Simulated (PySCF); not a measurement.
Geometry:
```tsv
atom	x (Å)	y (Å)	z (Å)
C1	-3.101	0.856	-0.070
O2	-1.690	0.815	-0.176
C3	-1.080	-0.302	0.263
O4	-1.668	-1.248	0.726
C5	0.375	-0.177	0.079
C6	1.168	-1.264	0.428
C7	2.536	-1.351	0.323
P8	3.636	-0.137	-0.262
C9	2.583	1.176	-0.663
P10	0.866	1.369	-0.570
H11	-3.422	1.754	-0.592
H12	-3.400	0.897	0.980
H13	-3.540	-0.033	-0.526
H14	0.626	-2.119	0.820
H15	3.003	-2.277	0.638
H16	3.101	2.050	-1.051
```

PySCF 2.14.0 with density-fitted response routines calculation with structure optimised with GFN2-xTB and PBE0/pcSseg-1 with gauge-including orbitals; single conformer, fast rotation and ring inversion assumed for equivalent nuclei, no solvent, non-relativistic Hamiltonian.

δ = σ(ref) − σ, references computed at the same level: TMS for 13C (σref 186.93) and 1H (σref 31.72); H2O for 17O (σref 336.08); 31P (σref 318.38) vs H3PO4.

| atoms | nucleus | count | δ (ppm) |
| --- | --- | --- | --- |
| H14 | 1H | 1 | 9.28 |
| C9 | 13C | 1 | ? |
| H16 | 1H | 1 | 11.11 |
| H15 | 1H | 1 | 9.57 |
| P10 | 31P | 1 | 287.2 |
| C1 | 13C | 1 | ? |
| O4 | 17O | 1 | 409.6 |
| C5 | 13C | 1 | 162.0 |
| C3 | 13C | 1 | 174.3 |
| C7 | 13C | 1 | 162.2 |
| C6 | 13C | 1 | ? |
| P8 | 31P | 1 | 290.7 |
| H11/H12/H13 | 1H | 3 | 4.19 |
| O2 | 17O | 1 | ? |

**Question.** Fill in the missing shifts.

**Answer.** 
- C9: 198.3 ppm, aromatic CH
- C6: 140.0 ppm, aromatic CH; the aromatic region
- C1: 53.3 ppm, methyl carbon bonded to O; the inductive effect lowers its shielding
- O2: 185.0 ppm, ester alkoxy oxygen

Shifts are as computed. Against solution values, carbons near 30 ppm lie about +3 ppm off and those near 130 ppm about +5 ppm. Of 1211 compounds with measured shifts, 218 miss one by over three times the rms of a fit or turn the order of signals round; such compounds aren't used in these exercises. Unscaled 17O shifts of doubly bonded oxygen tend to come out too high, by tens of ppm or more. Experimental scales use liquid or dissolved standards, which lie at an offset from isolated H2O (liquid H2O: subtract about 36 ppm) and H3PO4.
